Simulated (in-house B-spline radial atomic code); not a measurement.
Neutral phosphorus is squeezed into an impenetrable sphere of radius R (the orbitals vanish at R). Method: non-relativistic r2SCAN, spin-polarised, spherical fractional occupations, point nucleus. Calculated with a B-spline radial code for spherical atoms.

Energies in eV above the free atom in [Ne] 3s2 3p3:

```
R (bohr)  highest level (eV)  [Ne] 3s2 3p3  [Ne] 3s1 3p3 3d1  [Ne] 3s2 3p2 3d1
    9.33               -6.69      0.003041             13.86             9.614
    5.65               -5.98        0.5959             15.97             12.06
     5.3               -5.63        0.9936             16.71             12.84
    4.51                -4.1         3.205             20.01             16.23
    3.33                 3.5         19.81             39.65             35.69
    2.86                11.6         42.67             64.22             59.93
    2.71                15.5         54.95             77.02             72.58
    2.39                27.8         96.05             118.7             113.9
    1.79                81.6         304.4             319.6               315
    1.46                 157         635.1             626.1             626.3
```

Question: Does [Ne] 3s1 3p3 3d1 fall below [Ne] 3s2 3p3 under compression?

Answer: Yes, between R = 1.79 and 1.46 bohr the order changes (near 1.58 bohr by linear interpolation).

Question: Does [Ne] 3s2 3p2 3d1 fall below [Ne] 3s2 3p3 under compression?

Answer: Yes, between R = 1.79 and 1.46 bohr the order changes (near 1.61 bohr by linear interpolation).

The highest level is first positive in the row R = 3.33 bohr, pushed up by confinement above the zero of the free ion's potential. Each configuration is held fixed and needn't be the lowest in the sphere.
